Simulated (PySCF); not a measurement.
## Levels of Br²⁴⁺ from EOM-EA-GCCSD

Reference: closed-shell Br²⁵⁺, [Ne]; one electron is added. Calculated with PySCF 2.14, two-component X2C-1e with screened spin-orbit coupling, an even-tempered Gaussian basis (18 s from 1.8 bohr⁻², ratio 2.6; 13 p from 2.3 bohr⁻², ratio 2.6; 6 d from 2.4 bohr⁻², ratio 2.8; 3 f from 64 bohr⁻², ratio 2.8); frozen 1s2; the 56 highest virtual spinors dropped; of the others 44 kept and the rest restored at second order. No Breit or QED terms. Binding energies in eV.

```csv
level,Koopmans
3s1/2,1118.5
3p1/2,1064.4
3p3/2,1052.9
3d3/2,980.25
3d5/2,978.14
```

Task: How does correlation move these levels?

Result: 3s1/2: second order 1119.2, EOM-CCSD 1119.2; 3p1/2: second order 1065.2, EOM-CCSD 1065.2; 3p3/2: second order 1053.7, EOM-CCSD 1053.7; 3d3/2: second order 980.81, EOM-CCSD 980.82; 3d5/2: second order 978.68, EOM-CCSD 978.68.

For comparison, the ionisation energy of Br²⁴⁺ is 1119.2 eV (semi-empirical (NIST evaluation); NIST Atomic Spectra Database, ionization energies).

Only part of the computed levels is shown.
